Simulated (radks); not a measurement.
The numbers below are computed, except where a source is named.
Effect of the nuclear size on the technetium ion Tc25+, [Ar]. Code: a radial shooting solver on a logarithmic mesh with Libxc functionals. Model: Dirac Kohn-Sham, relativistic LDA (MacDonald-Vosko exchange, VWN5 correlation), spin-unpolarised, spherical densities, finite nucleus; Fermi nuclear charge, rms radius 4.4112 fm. The rms radius is varied about that value; shifts are against it.

| rms radius (fm) | total energy shift (eV) | density at nucleus (e/bohr^3) | 1s1/2 shift (meV) | 2s1/2 shift (meV) | 2p1/2 shift (meV) | 3s1/2 shift (meV) | 3p1/2 shift (meV) | 3p3/2 shift (meV) | 4s1/2 (empty) shift (meV) |
|---|---|---|---|---|---|---|---|---|---|
| 3.5907 | -0.564 | 1.018e+05 | -236 | -25.9 | 1.52 | -5.89 | 0.370 | 0.462 | -2.07 |
| 4.1509 | -0.190 | 1.001e+05 | -79.6 | -8.72 | 0.511 | -1.98 | 0.125 | 0.156 | -0.699 |
| 4.4112 | 0 | 9.94e+04 | 0.000 | 0.000 | 0.000 | 0.000 | 0.000 | 0.000 | 0.000 |
| 4.6626 | 0.193 | 9.878e+04 | 81.0 | 8.87 | -0.519 | 2.02 | -0.127 | -0.158 | 0.711 |
| 5.2493 | 0.682 | 9.747e+04 | 285 | 31.3 | -1.83 | 7.11 | -0.447 | -0.558 | 2.50 |

Slopes of the eigenvalues against <r^2> in GHz/fm^2, as finite differences over the two radii next to the reference (eigenvalue slopes, not the field-shift constants of lines): 1s1/2 8610, 2s1/2 943, 2p1/2 -55.2, 3s1/2 215, 3p1/2 -13.5, 3p3/2 -16.8, 4s1/2 (empty) 75.6.
